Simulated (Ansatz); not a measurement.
`C[O][AlH][SiH2]S` → `C[O][AlH2]` + `[SiH]S` at 298.15 K and 1 bar (silylene formation by 1,1-elimination).

Calculated with Ansatz (gas phase, PBE0-D4/def2-TZVP geometries, no zero-point term in ΔE). CCSD(T)/CBS is the MP2 limit (def2-TZVPP, def2-QZVPP) plus CCSD(T) − MP2 in def2-TZVPP, frozen cores. This one scheme is used for every species. Each species was taken in one conformer, which may not be the lowest.

```
           species  CCSD(T)/CBS energy (Eh)  H − E (kJ/mol)  S (J/(mol·K))
`C[O][AlH][SiH2]S`              -1046.36335           227.0          412.2
      `C[O][AlH2]`               -358.26893           161.5          296.6
          `[SiH]S`               -688.02937            55.9          256.4
```

H − E and S are ideal-gas, rigid-rotor, harmonic terms from PBE0-D4/def2-TZVP, for one conformer and one mirror image of each species. 1 Eh = 2625.50 kJ/mol, R = 8.31446 J/(mol·K).

**Question.** By hand: ΔE, ΔH, ΔS and ΔG.

**Answer.** ΔE = (-358.26893) + (-688.02937) − (-1046.36335) = 0.06505 Eh = 170.8 kJ/mol. Δ(H − E) = 161.5 + 55.9 − 227.0 = -9.6, so ΔH = 161.2 kJ/mol. ΔS = 296.6 + 256.4 − 412.2 = 140.8 J/(mol·K). ΔG = 161.2 − 298.15 × (140.8)/1000 = 119.2 kJ/mol.

**Question.** By hand: the equilibrium constant, and the temperature at which ΔG would vanish if ΔH and ΔS stayed fixed.

**Answer.** log₁₀ K = −ΔG/(RT ln 10) = -20.9. ΔG = 0 at ΔH/ΔS = 1145 K.

The number of gas molecules changes by +1, which sets the sign of ΔS. A doubt of 5 kJ/mol in ΔE shifts log₁₀ K by 0.9 here. Other conformers and mirror images would add mixing entropy, several J/(mol·K) or more a flexible species. Modes under 60 cm⁻¹, often nearly free rotors, make the harmonic entropy too high. These are equilibria of isolated gas molecules and say nothing of rates. Largest T1 diagnostic: 0.016 (customary marks: 0.02 for closed shells, 0.045 for open ones).
